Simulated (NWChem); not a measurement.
System: GaO, doublet; SMILES [O]=[Ga]

All runs: NWChem. Spin-unrestricted. The geometry was optimised at PBE0/def2-SVP, spin-unrestricted. No stability test was run on the SCF state.

Q: Predict the results for UHF/3-21G. Quantities: highest occupied level (eV); lowest empty minus highest occupied level, either spin (eV); dipole (D); <S²>.

A: 
```
Item                                                         Value
-----------------------------------------------------------  -----
highest occupied level (eV)                                  -9.61
lowest empty minus highest occupied level, either spin (eV)  11.21
dipole (D)                                                    1.86
<S²>                                                         0.779
```
